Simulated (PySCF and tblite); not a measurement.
Results of a calculation; reference values are marked as such.
Stationary points of 3-fluoroanisole at GFN2-xTB, in Å:

Structure A

```
 1 C     2.653    0.460    0.087
 2 O     1.759   -0.549   -0.322
 3 C     0.428   -0.338   -0.169
 4 C    -0.410   -1.374   -0.592
 5 C    -1.779   -1.258   -0.481
 6 C    -2.353   -0.113    0.051
 7 C    -1.511    0.898    0.464
 8 F    -2.042    2.025    0.987
 9 C    -0.133    0.816    0.367
10 H     2.494    1.387   -0.473
11 H     2.566    0.661    1.159
12 H     3.648    0.075   -0.128
13 H     0.045   -2.260   -1.005
14 H    -2.413   -2.067   -0.812
15 H    -3.421   -0.002    0.146
16 H     0.462    1.646    0.710
```

Structure B

```
 1 C     2.689   -0.246   -0.080
 2 O     1.699    0.754   -0.133
 3 C     0.395    0.386   -0.050
 4 C    -0.061   -0.922    0.082
 5 C    -1.421   -1.179    0.156
 6 C    -2.347   -0.154    0.102
 7 C    -1.874    1.140   -0.029
 8 F    -2.759    2.157   -0.085
 9 C    -0.530    1.430   -0.105
10 H     2.660   -0.791    0.869
11 H     2.591   -0.953   -0.910
12 H     3.639    0.278   -0.165
13 H     0.630   -1.748    0.127
14 H    -1.760   -2.198    0.259
15 H    -3.406   -0.341    0.159
16 H    -0.185    2.446   -0.206
```

Structure C

```
 1 C     2.629    0.066    0.210
 2 O     1.709    0.217   -0.851
 3 C     0.389    0.089   -0.472
 4 C    -0.229   -1.156   -0.498
 5 C    -1.565   -1.275   -0.161
 6 C    -2.299   -0.162    0.210
 7 C    -1.666    1.067    0.232
 8 F    -2.371    2.160    0.592
 9 C    -0.333    1.216   -0.099
10 H     2.475    0.827    0.983
11 H     2.549   -0.926    0.669
12 H     3.618    0.186   -0.227
13 H     0.344   -2.021   -0.796
14 H    -2.041   -2.243   -0.188
15 H    -3.342   -0.234    0.476
16 H     0.132    2.189   -0.080
```

The path came from a restrained scan, a climbing-image band and a saddle search at GFN2-xTB; energies are PBE0/pcSseg-1 + D3(BJ)//GFN2-xTB, thermal terms GFN2-xTB.

Q: Which structure is a saddle point, and along which motion?

A: C: one imaginary mode (78i cm⁻¹ at GFN2-xTB, mostly on C1, O2, H11), along the rotation about the C3–O2 bond (torsion C4–C3–O2–C1 from -180° to 0°, rising).

Q: Give their symmetry and energies above the lowest.

A: A Cs, 0.0 kcal/mol; B Cs, 0.2 kcal/mol; C C1, 3.6 kcal/mol.
